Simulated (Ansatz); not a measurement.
`C[N](C)[Zr]([F])([F])[F]` + H–F → `[F][Zr]([F])([F])[F]` + `CNC`  (ligand exchange at a Zr–N bond)

Isolated molecules relaxed with PBE0-D4/def2-TZVP in Ansatz; ΔE leaves out vibrations. CCSD(T)/CBS adds triple-zeta CCSD(T) − MP2 to the extrapolated MP2 energy (def2 sets, frozen cores). This one scheme is used for every species. DFT in def2-TZVPP. def2 core potentials past Kr. For Zr outer-core shells are correlated without core-valence functions, which leaves a few kJ/mol of doubt a bond. One conformer a species, not always the lowest.

`C[N](C)[Zr]([F])([F])[F]`:

Cartesian coordinates in Å:
```
C -1.219 0.937 -0.113
N -0.143 -0.028 -0.084
C -0.219 -1.004 -1.148
Zr 1.364 0.042 1.236
F 2.031 -1.735 1.452
F 0.703 0.863 2.830
F 2.749 1.142 0.496
H -1.220 1.508 -1.050
H -1.129 1.649 0.713
H -2.196 0.446 -0.017
H -1.155 -1.576 -1.096
H -0.172 -0.525 -2.135
H 0.606 -1.719 -1.084
```

H–F:

```xyz
2

F    -0.276   -0.213    0.300
H     0.276    0.213   -0.300
```

`[F][Zr]([F])([F])[F]`:

Z-matrix (Å, degrees):
```
Zr
F 1 1.893
F 1 1.893 2 109.5
F 1 1.893 2 109.5 3 120.0
F 1 1.893 2 109.5 3 -120.0
```

`CNC`:

Z-matrix (Å, degrees):
```
C
N 1 1.445
H 1 1.094 2 109.4
H 1 1.092 2 110.0 3 117.9
H 1 1.104 2 114.0 3 -120.2
C 2 1.445 1 112.8 3 65.3
H 2 1.011 1 109.8 3 -171.9
H 6 1.104 2 114.0 1 54.9
H 6 1.094 2 109.4 1 -65.3
H 6 1.092 2 110.0 1 176.8
```

**Question.** Is it downhill or uphill in electronic energy at CCSD(T)/CBS, and by how much? (Estimate.)

**Answer.** Computed: Downhill: ΔE = -23.4 kcal/mol.

**Question.** What do these levels give: LDA (SPW92), BLYP-D4, PBE0-D4, r2SCANh-D4, ωB97X-V, ωB97M-V, LC-ωPBE, RPA@PBE/def2-TZVPP, HF/def2-SVP, CCSD/def2-TZVPP, HF/def2-QZVPP, HF/CBS(def2)? (Best estimate.)

**Answer.** Ansatz gave: LDA (SPW92) -24.2, BLYP-D4 -25.8, PBE0-D4 -25.1, r2SCANh-D4 -26.5, ωB97X-V -27.8, ωB97M-V -27.0, LC-ωPBE -29.8, RPA@PBE/def2-TZVPP -23.0, HF/def2-SVP -30.6, CCSD/def2-TZVPP -24.2, HF/def2-QZVPP -31.5, HF/CBS(def2) -31.6 kcal/mol.

Largest T1 diagnostic among the species: 0.018.

At CCSD(T), def2-SVP lies −2.2 kcal/mol from the extrapolated value and def2-TZVPP +0.2 kcal/mol. In def2-TZVPP, CCSD(T) changes the Hartree–Fock value by +7.9 kcal/mol (the triples alone add +1.1 kcal/mol) and MP2 by +9.2 kcal/mol. Leaving LDA and LC-ωPBE aside and taking each functional with its dispersion term where it has one, the values, not all of them listed here, spread over 3.5 kcal/mol, from B97M-V to PBE-QIDH. LDA lies +3.0 kcal/mol from PBE without D4.
